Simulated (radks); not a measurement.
Results of a calculation; reference values are marked as such.
Spherical quantum dot in the effective-mass picture: electrons in a well V = -V0 / (1 + exp((r - R)/a)) with V0 = 5.27, R = 6.18, a = 0.37, with a point charge +1 (a donor) at the centre, all in effective atomic units (hartree* = m*/eps^2 hartree, bohr* = eps/m* bohr), one dielectric constant everywhere. Level of theory: non-relativistic Kohn-Sham, LDA (Slater exchange, Perdew-Wang correlation), spin-polarised, spherical densities (a radial shooting solver with Libxc functionals). Levels are named by radial order and angular momentum (1s, 1p, 1d, 2s, ...), and open shells are averaged over m.

N = 22, configuration 1s2 1p6 1d10 2s(up 1, down 0) 1f(up 3, down 0). This is the lowest configuration that the search found. Occupied and some empty levels:

level    occupation  eigenvalue (hartree*)  <r> (bohr*)
1s up             1               -0.87155        3.992
1s down           1               -0.84439        4.132
1p up             3               -0.79556        4.368
1p down           3               -0.77393        4.369
1d up             5               -0.67964        4.506
1d down           5               -0.65811        4.504
2s up             1               -0.60827        2.006
1f up             3               -0.52081        4.623
1f down           0               -0.49910        4.622
2s down           0               -0.49327        2.143
1g up             0               -0.32268        4.728
1g down           0               -0.30084        4.728
2p up             0               -0.17571        3.194
2p down           0               -0.14235        3.276

Energy (hartree*): total -64.2263, kinetic 8.0144, external -117.01, Hartree 50.768, exchange-correlation -5.9967.
